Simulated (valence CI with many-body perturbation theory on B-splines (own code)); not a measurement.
# E1 line list for Nd²⁹⁺

Level of theory: relativistic CI+MBPT: three valence electrons over a frozen Dirac-Fock core [Ar] 3d10, a basis of 11 s, 11 p, 9 d, 7 f, 5 g, 2 h, 1 i functions for each j, with the one-electron correlation potential Σ1, the two-electron term Σ2, the three-electron term Σ3, Breit, model QED; selected CI, second order for the rest (own B-spline code, finite nucleus).

The last digits are not significant, and no measured levels were compared; by estimate large intervals hold to a few tenths of a per cent, small ones and those within an open d or f shell to about a per cent.

Lines 201 to 250 of 286 in falling wavelength, among levels below 2708900 cm⁻¹, chosen from the strongest by gf and those to the six lowest levels. Wavelengths and rates use the calculated energies. Electric multipoles are in the length gauge, E1 and E2 with the static RPA response of the core. Weak lines are less certain than strong ones. Lines between different terms over intervals too small for the method are left out, as are lines whose strength nearly cancels. Where a level lies close to another of its J and parity, the split of strength between their lines is uncertain. The highest levels of a list are the least certain.

Levels are named by their leading jj configuration (3d3/2^4 stands for four electrons in 3d with j = 3/2), which in mixed levels can hold well under half, so a name can repeat and another be missing. Letters in brackets count levels of one name in rising energy.

| λ vac (Å) | Upper | Lower | A (s⁻¹) | log gf | Branch % |
| --- | --- | --- | --- | --- | --- |
| 89.20 | (4s 4p3/2 4d3/2) J=3/2 [a] | (4s 4p1/2 4p3/2) J=5/2 | 6.49e+10 | -0.51 | 20.5 |
| 89.12 | (4s 4p3/2 4d3/2) J=7/2 | (4s 4p1/2 4p3/2) J=5/2 | 2.90e+11 | 0.44 | 93.5 |
| 88.44 | (4p3/2^2 4d3/2) J=1/2 | (4p1/2 4p3/2^2) J=3/2 | 1.53e+11 | -0.45 | 45.2 |
| 88.33 | (4p3/2^2 4d3/2) J=3/2 | (4p1/2 4p3/2^2) J=5/2 | 4.53e+10 | -0.67 | 10.0 |
| 88.11 | (4p3/2^2 4d3/2) J=5/2 | (4p1/2 4p3/2^2) J=5/2 | 1.40e+11 | -0.01 | 31.2 |
| 87.90 | (4p3/2^2 4d3/2) J=3/2 | (4p1/2 4p3/2^2) J=3/2 | 1.88e+11 | -0.06 | 41.6 |
| 87.70 | (4s 4p1/2 4f7/2) J=7/2 [c] | (4p1/2 4p3/2^2) J=5/2 | 8.62e+10 | -0.10 | 36.8 |
| 87.68 | (4p3/2^2 4d3/2) J=5/2 | (4p1/2 4p3/2^2) J=3/2 | 8.04e+10 | -0.26 | 17.9 |
| 87.39 | (4p1/2 4p3/2 4d5/2) J=5/2 [b] | (4p1/2^2 4p3/2) J=3/2 | 2.06e+11 | 0.15 | 56.1 |
| 87.15 | (4p1/2 4p3/2 4d3/2) J=3/2 [b] | (4p1/2^2 4p3/2) J=3/2 | 2.56e+11 | 0.07 | 58.0 |
| 86.94 | (4p1/2 4p3/2 4d3/2) J=1/2 [b] | (4p1/2^2 4p3/2) J=3/2 | 3.51e+11 | -0.10 | 73.4 |
| 86.89 | (4s 4p1/2 4d3/2) J=3/2 [b] | (4s 4p1/2^2) J=1/2 | 3.01e+11 | 0.13 | 84.7 |
| 86.82 | (4s 4p1/2 4d3/2) J=1/2 | (4s 4p1/2^2) J=1/2 | 4.15e+11 | -0.03 | 95.6 |
| 86.75 | (4s 4p3/2 4d3/2) J=5/2 [b] | (4s 4p1/2 4p3/2) J=3/2 [b] | 2.98e+11 | 0.31 | 78.0 |
| 86.49 | (4s 4p3/2 4d3/2) J=1/2 [b] | (4s 4p1/2 4p3/2) J=1/2 | 2.44e+11 | -0.26 | 51.8 |
| 86.27 | (4s 4p3/2 4d3/2) J=5/2 [a] | (4s 4p1/2 4p3/2) J=3/2 [a] | 1.46e+11 | -0.01 | 40.7 |
| 86.24 | (4s 4p3/2 4d3/2) J=1/2 [a] | (4s 4p1/2 4p3/2) J=3/2 [a] | 2.85e+11 | -0.20 | 97.3 |
| 86.19 | (4p3/2^2 4d3/2) J=7/2 | (4p1/2 4p3/2^2) J=5/2 | 8.30e+10 | -0.13 | 20.6 |
| 85.76 | (4s 4p3/2 4d3/2) J=3/2 [a] | (4s 4p1/2 4p3/2) J=3/2 [a] | 1.90e+11 | -0.08 | 59.9 |
| 85.23 | (4s^2 4d3/2) J=3/2 | (4s^2 4p1/2) J=1/2 | 2.65e+11 | 0.06 | 66.2 |
| 85.20 | (4s 4p3/2 4d5/2) J=5/2 [a] | (4s 4p1/2 4p3/2) J=5/2 | 3.60e+08 | -2.63 | 0.2 |
| 85.06 | (4p1/2 4p3/2 4d5/2) J=5/2 [c] | (4p1/2^2 4p3/2) J=3/2 | 3.83e+10 | -0.60 | 11.9 |
| 84.61 | (4s 4p3/2 4d3/2) J=3/2 [b] | (4s 4p1/2 4p3/2) J=5/2 | 6.04e+07 | -3.59 | 0.0 |
| 84.52 | (4s 4p3/2 4d3/2) J=1/2 [b] | (4s 4p1/2 4p3/2) J=3/2 [b] | 9.75e+09 | -1.68 | 2.1 |
| 82.05 | (4s 4p3/2 4d5/2) J=5/2 [a] | (4s 4p1/2 4p3/2) J=3/2 [a] | 2.41e+08 | -2.84 | 0.1 |
| 81.96 | (4s 4p3/2 4d3/2) J=3/2 [c] | (4s 4p1/2 4p3/2) J=1/2 | 5.43e+10 | -0.66 | 9.8 |
| 81.91 | (4s 4p3/2 4d5/2) J=1/2 | (4s 4p1/2 4p3/2) J=3/2 [b] | 1.04e+10 | -1.68 | 3.2 |
| 81.85 | (4s 4p3/2 4d3/2) J=5/2 [b] | (4s 4p1/2 4p3/2) J=5/2 | 1.83e+08 | -2.96 | 0.0 |
| 81.58 | (4s 4p3/2 4d5/2) J=7/2 [a] | (4s 4p1/2 4p3/2) J=5/2 | 6.34e+10 | -0.30 | 34.3 |
| 81.51 | (4s 4p3/2 4d3/2) J=3/2 [b] | (4s 4p1/2 4p3/2) J=3/2 [a] | 8.57e+08 | -2.47 | 0.2 |
| 80.78 | (4s 4p3/2 4d5/2) J=7/2 [b] | (4s 4p1/2 4p3/2) J=5/2 | 1.75e+10 | -0.86 | 6.7 |
| 80.48 | (4s 4p3/2 4d5/2) J=3/2 | (4s 4p1/2 4p3/2) J=3/2 [b] | 6.37e+08 | -2.61 | 0.2 |
| 80.19 | (4s 4p3/2 4d3/2) J=3/2 [c] | (4s 4p1/2 4p3/2) J=3/2 [b] | 2.99e+10 | -0.94 | 5.4 |
| 79.97 | (4s 4p3/2 4d5/2) J=5/2 [b] | (4s 4p1/2 4p3/2) J=3/2 [b] | 8.11e+09 | -1.33 | 1.6 |
| 79.67 | (4s 4p1/2 4d5/2) J=3/2 | (4s 4p1/2^2) J=1/2 | 6.66e+10 | -0.60 | 18.7 |
| 78.94 | (4s 4p3/2 4d3/2) J=5/2 [b] | (4s 4p1/2 4p3/2) J=3/2 [a] | 8.78e+08 | -2.31 | 0.2 |
| 77.09 | (4s 4p3/2 4d3/2) J=1/2 [b] | (4s 4p1/2 4p3/2) J=3/2 [a] | 5.81e+08 | -2.98 | 0.1 |
| 76.35 | (4p3/2^3) J=3/2 | (4s 4p1/2^2) J=1/2 | 2.99e+08 | -2.98 | 0.2 |
| 76.25 | (4s 4p3/2 4d5/2) J=3/2 | (4s 4p1/2 4p3/2) J=5/2 | 7.27e+08 | -2.60 | 0.2 |
| 75.99 | (4s 4p3/2 4d3/2) J=3/2 [c] | (4s 4p1/2 4p3/2) J=5/2 | 9.66e+08 | -2.48 | 0.2 |
| 75.79 | (4s 4p3/2 4d5/2) J=5/2 [b] | (4s 4p1/2 4p3/2) J=5/2 | 4.90e+09 | -1.60 | 1.0 |
| 74.91 | (4s 4p3/2 4d5/2) J=1/2 | (4s 4p1/2 4p3/2) J=3/2 [a] | 1.36e+09 | -2.64 | 0.4 |
| 74.17 | (4s 4p3/2 4d3/2) J=1/2 [a] | (4s 4p1/2^2) J=1/2 | 4.74e+05 | -6.11 | 0.0 |
| 73.81 | (4s 4p3/2 4d3/2) J=3/2 [a] | (4s 4p1/2^2) J=1/2 | 2.47e+08 | -3.09 | 0.1 |
| 73.72 | (4s 4p3/2 4d5/2) J=3/2 | (4s 4p1/2 4p3/2) J=3/2 [a] | 1.00e+09 | -2.49 | 0.3 |
| 73.47 | (4s 4p3/2 4d3/2) J=3/2 [c] | (4s 4p1/2 4p3/2) J=3/2 [a] | 2.81e+09 | -2.04 | 0.5 |
| 73.29 | (4s 4p3/2 4d5/2) J=5/2 [b] | (4s 4p1/2 4p3/2) J=3/2 [a] | 2.69e+09 | -1.89 | 0.5 |
| 72.81 | (4s^2 4f5/2) J=5/2 | (4s 4p1/2 4p3/2) J=3/2 [b] | 1.46e+10 | -1.16 | 3.4 |
| 70.64 | (4s 4p3/2 4d3/2) J=3/2 [b] | (4s 4p1/2^2) J=1/2 | 2.30e+09 | -2.16 | 0.6 |
| 69.33 | (4s^2 4f5/2) J=5/2 | (4s 4p1/2 4p3/2) J=5/2 | 3.23e+08 | -2.85 | 0.1 |

Task: How does gf follow from A for the line at 81.58 Å?

Result: gf = 1.4992 × (2J+1)_upper × A / σ², with σ = 1225851 cm⁻¹ and 2J+1 = 8: gf = 0.506.
